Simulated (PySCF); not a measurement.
**A small calculation by hand: chemical shift, span and skew from a shielding tensor**

C4H2F2O2, SMILES O=C1COC(F)=C1F. Atoms are numbered in the order given.

```xyz
10

O     -0.2991     2.3990     0.0000
C      0.0512     1.2414     0.0000
C      1.5087     0.7416     0.0000
O      1.4445    -0.7038     0.0000
C      0.1569    -1.0260     0.0000
F     -0.0891    -2.3043     0.0000
C     -0.7239     0.0089     0.0000
F     -2.0468    -0.0842     0.0000
H      2.0509     1.0692     0.8989
H      2.0509     1.0692    -0.8989
```
Charge 0, spin multiplicity 1.

The structure is a stationary point at B3LYP-D3(BJ)/def2-SVP. The structure was generated by enumeration, and PubChem lists no compound with its InChIKey, so it may never have been made. One conformer was computed; it need not be the lowest.

GIAO shieldings from PySCF with HF/pcSseg-1, non-relativistic, no solvent. The symmetric part of the tensor of F6 has the principal values 203.3, 308.4, 377.3 ppm. The same nucleus in CFCl3 has σ = 238.5 ppm at this level (PySCF, at its B3LYP-D3(BJ)/def2-TZVP geometry).

Question: Work out the isotropic shielding, the ¹⁹F shift against CFCl3, the span and the skew.

Answer: 
σ(iso) = (σ11 + σ22 + σ33)/3 = 296.3 ppm. δ = σ(ref) − σ(iso) = 238.5 − (296.3) = -57.8 ppm.
Span Ω = σ33 − σ11 = 174.0 ppm. Skew κ = 3(σ(iso) − σ22)/Ω = -0.21. Tumbling in solution averages the tensor to δ; in a static solid the shielding alone would spread this spin-1/2 line over Ω.
